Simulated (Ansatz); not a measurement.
Ideal-gas functions of BH₃Te, SMILES `B[TeH]` at 600 K and 1 bar, from an Ansatz frequency run at PBE0-D4/def2-TZVP.

Molar mass 141.44 g/mol, point group Cs (symmetry number 1), electronic degeneracy 1, moments of inertia 4.922, 56.466, 61.388 u Å². Harmonic wavenumbers (cm⁻¹, unscaled): 519, 546, 612, 776, 876, 1145, 2149, 2615, 2732.

Use S(trans) = R[1.5 ln M + 2.5 ln T − 1.1517]; rotational temperatures θ = 24.2544 K / I; S(rot) = R[ln(√π/σ · √(T³/θAθBθC)) + 1.5]; for each mode x = 1.438777 ν̃/T, S = R[x/(eˣ − 1) − ln(1 − e⁻ˣ)] and H = RT x/(eˣ − 1); 1 cm⁻¹ = 0.0119627 kJ/mol; R = 8.31446 J/(mol·K).

**Question.** By hand: the entropy, in J/(mol·K).

**Answer.** Translation 185.2. Rotation: θ = 4.9278, 0.4295, 0.3951 K, giving 97.8. Vibration, mode by mode: 7.01, 6.64, 5.83, 4.26, 3.52, 2.12, 0.30, 0.11, 0.09, in all 29.9. Electronic 0.0. Sum 312.9 J/(mol·K).

**Question.** By hand: H − E and G − E in kJ/mol, counted from the electronic energy.

**Answer.** Zero-point energy ½ × 11970 × 0.0119627 = 71.6; thermal vibration 11.5; translation, rotation and pV give 4 RT = 20.0. H − E = 103.1 kJ/mol, and G − E = 103.1 − 600 × 312.9/1000 = -84.6 kJ/mol.

Vibration gives 10 % of the entropy.
